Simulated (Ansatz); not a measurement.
Input for Ansatz (a program for electronic structure): U-CCSD(T)/cc-pVTZ on hydrogen selenide (SMILES [SeH2]), a point of a bond scan (R = 1.765 Å). The run froze 14 orbitals, filled d shells among them.

Ansatz 0.2 input:
```yaml
crystal:
  periodic: [false, false, false]
  atoms:
    - {symbol: Se, position_ang: [0.00006887, 0.05705775, 0.00248776]}
    - {symbol: H, position_ang: [-1.26302508, -1.17408118, -0.04633290]}
    - {symbol: H, position_ang: [1.05016787, -0.97107215, -0.04638768]}
basis:
  gaussian:
    orbitals: cc-pVTZ
correlation: {method: ccsd_t, electrons: outside_noble_gas}
scf: {omitted_lower_state_checks: [cluster_reference]}
magnetization: {spin_polarized: true, initial_magnetization: 0}
```

Problem. What total energy does the run end on?

Solution. -2401.2241 hartree (reference determinant -2401.0211, T1 diagnostic 0.011).
